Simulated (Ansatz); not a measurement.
Species: C2H3Si, charge 0, doublet. C2H3Si (SMILES C#C[SiH2], doublet).
B3LYP-D3(BJ)/def2-TZVP minimum from Ansatz (an electronic-structure program):
```xyz
6

Si    -0.9705    -0.0822    -0.5111
C      0.6280     0.0688     0.3149
C      1.7225     0.2546     0.7965
H     -1.1146    -1.4037    -1.1623
H     -2.0843     0.2060     0.4203
H      2.6823     0.4074     1.2292
```
Charge 0, spin multiplicity 2.

Quantity: atomisation energy (electronic, to ground-state atoms), in kJ/mol. Radicals and triplets start from unrestricted determinants; spin-orbit coupling is neglected. CBS(X,Y): correlation extrapolated as X^-3, Hartree-Fock from the larger set. A bracket is a step between two methods taken in the basis named. Functionals run without relativity, which enters their misses. 'core' is core correlation in cc-pwCVTZ (1s frozen past Ne), 'X2C' scalar relativity in cc-pVTZ-DK, both at CCSD(T). Where a partner has so few electrons that a lower coupled-cluster level is exact, that level stands in. The UHF reference of C2H3Si (C#C[SiH2], doublet) is spin-contaminated (<S^2> up to 0.10 over the pure value in the sets run).

CCSD(T)/CBS(cc-pV(T+d)Z,cc-pV(Q+d)Z) + [CCSDT(Q) - CCSD(T)]/cc-pV(D+d)Z + core + X2C (Ansatz) gives 2212.3 kJ/mol.

Task: What does PBE/def2-TZVPD (Ansatz) give here, and how do the other levels compare?

Result: PBE gives 2251.5 kJ/mol, 39.2 kJ/mol above it. Differences of the others: r2SCAN/def2-TZVPD (Ansatz) 9.1; B3LYP/def2-TZVPD (Ansatz) -15.2; CCSD(T)/CBS(cc-pV(T+d)Z,cc-pV(Q+d)Z) + core + X2C (Ansatz) -3.3 kJ/mol.
